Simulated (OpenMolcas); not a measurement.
**Ionisation energies of rhodium**

```json
{
 "Program": "OpenMolcas",
 "Basis": "ANO-RCC-VDZP [6s5p3d1f]",
 "Scalar Hamiltonian": "DKH2, point nucleus",
 "Spin-orbit coupling": "state interaction with AMFI integrals over the reference wave functions, term energies averaged over their components"
}
```

Active shells in each charge state: the valence d shell, with orbitals averaged over the low states. Where CASPT2's correlated closed shells are named, they are those of the first ion.

A. CASSCF
B. SS-CASPT2, IPEA 0.25 Eh, imaginary shift 0.1 Eh (closed shells correlated: 4s 4p)
C. SS-CASPT2, IPEA 0 Eh, imaginary shift 0.1 Eh (closed shells correlated: 4s 4p)
D. SS-CASPT2, IPEA 0.25 Eh, imaginary shift 0.1 Eh (closed shells correlated: none)
E. SS-CASPT2, IPEA 0.25 Eh, imaginary shift 0.1 Eh (closed shells correlated: 3d 4s 4p)

Energies in eV between the lowest computed levels, named as in B; reference values from the NIST Atomic Spectra Database with their kind.

```json
{"From": "Rh2+ 4d7 4F 9/2", "To": "Rh3+ 4d6 5D4", "A": "29.533", "B": "30.851", "C": "30.860", "D": "30.764", "E": "30.854", "Spin-orbit share in B": "+0.062", "Reference": "31.060 (semi-empirical)"}
{"From": "Rh3+ 4d6 5D4", "To": "Rh4+ 4d5 6S 5/2", "A": "42.662", "B": "43.788", "C": "43.756", "D": "43.668", "E": "43.788", "Spin-orbit share in B": "+0.185", "Reference": "42.000 (theoretical)"}
{"From": "Rh4+ 4d5 6S 5/2", "To": "Rh5+ 4d4 5D0", "A": "63.016", "B": "63.617", "C": "63.698", "D": "63.617", "E": "63.597", "Spin-orbit share in B": "-0.326", "Reference": "63.000 (theoretical)"}
{"From": "Rh5+ 4d4 5D0", "To": "Rh6+ 4d3 4F 3/2", "A": "79.196", "B": "79.715", "C": "79.771", "D": "79.639", "E": "79.693", "Spin-orbit share in B": "-0.130", "Reference": "80.000 (theoretical)"}
{"From": "Rh6+ 4d3 4F 3/2", "To": "Rh7+ 4d2 3F2", "A": "97.374", "B": "97.797", "C": "97.865", "D": "97.628", "E": "97.771", "Spin-orbit share in B": "-0.015", "Reference": "97.000 (theoretical)"}
{"From": "Rh7+ 4d2 3F2", "To": "Rh8+ 4d 2D 3/2", "A": "116.262", "B": "116.596", "C": "116.654", "D": "116.340", "E": "116.566", "Spin-orbit share in B": "+0.110", "Reference": "115.100 (theoretical)"}
```

The lowest level within the active space need not be the ion's true ground level.
